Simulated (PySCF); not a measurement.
# What a mistake does to a calculation on BClGeH3 cation

These are calculations, not measurements. The program is PySCF 2.14.0, an open-source quantum chemistry code, run on an isolated molecule that a program drew, which may never have been made. The molecule is BClGeH3 cation (charge +1, singlet), drawn as the SMILES string `Cl[B+][GeH3]`.

Each row is a Hartree-Fock (HF) and frozen-core CCSD(T) single point in the cc-pV(D+d)Z basis, meant for a local HF minimum. Run 1 is clean. Each other run has one planted mistake out of seven kinds, and not every kind appears here: one electron removed, one electron added, multiplicity raised by two, geometry at a saddle point, minimal basis STO-3G, one bond length entered in bohr, all coordinates scaled. The reference is restricted for singlets and unrestricted otherwise, and also for a bond in bohr. Adding or removing an electron swaps singlet and doublet. Electrons count all cores. HOMO and LUMO are orbital energies over both spins, the gradient is its largest component, and the lowest frequency (negative if imaginary) is given only where the gradient is small. Bond lengths are over the 5 bonds as drawn. T1 is the CCSD diagnostic: over 0.02 (restricted) or 0.045 (unrestricted) a single reference is doubtful. Germanium has the cc-pVDZ-PP basis, with a core potential (ECP10MDF) in place of its 10 inner electrons, and its 3s, 3p and 3d shells are frozen in CCSD(T).

Geometry of the clean run:
```xyz
6
BClGeH3 cation, angstrom
Cl    1.6556    3.6717    1.2285
B     0.6962    2.3943    1.5156
Ge   -0.5744    0.7031    1.8959
H     0.2553   -0.4489    1.3679
H    -0.7390    0.7552    3.4007
H    -1.8117    1.0415    1.0902
```

| run | electrons | basis functions | <S^2> | HOMO (eV) | LUMO (eV) | gradient (hartree/bohr) | lowest frequency (cm^-1) | mean bond (Å) | longest bond (Å) | T1 | HF (hartree) | CCSD(T) (hartree) | mistake |
|---|---|---|---|---|---|---|---|---|---|---|---|---|---|
| 1 | 56 | 75 | 0.000 | -18.40 | -4.46 | 2.8e-05 | 210 | 1.6633 | 2.149 | 0.0173 | -779.04033 | -779.38977 | no fault |
| 2 | 55 | 75 | 0.772 | -24.36 | -16.18 | 7.9e-02 | - | 1.6633 | 2.149 | 0.0255 | -778.39637 | -778.73373 | one electron removed |
| 3 | 56 | 75 | 2.019 | -14.10 | -8.72 | 4.5e-02 | - | 1.6633 | 2.149 | 0.0215 | -778.87551 | -779.20180 | ? |
| 4 | 56 | 75 | 0.000 | -18.31 | -4.51 | 1.4e-02 | - | 1.6883 | 2.182 | 0.0178 | -779.03920 | -779.38940 | ? |

**Which mistake was planted in run 3, and what did it cost?**

Electrons, basis and geometry are unchanged, and <S^2> is 2.019, beside S(S+1) = 2.00 for a multiplicity of 3. So the mistake is: multiplicity raised by two. Subtracting run 1 and multiplying by 627.51 kcal/mol a hartree, the energy moved by 103.4 kcal/mol in HF and 118.0 kcal/mol in CCSD(T).

**Which mistake was planted in run 4, and what did it cost?**

The mean and the longest bond both change by the same factor, 1.015, and the gradient is no longer small. So the mistake is: all coordinates scaled. Subtracting run 1 and multiplying by 627.51 kcal/mol a hartree, the energy moved by 0.7 kcal/mol in HF and 0.2 kcal/mol in CCSD(T).

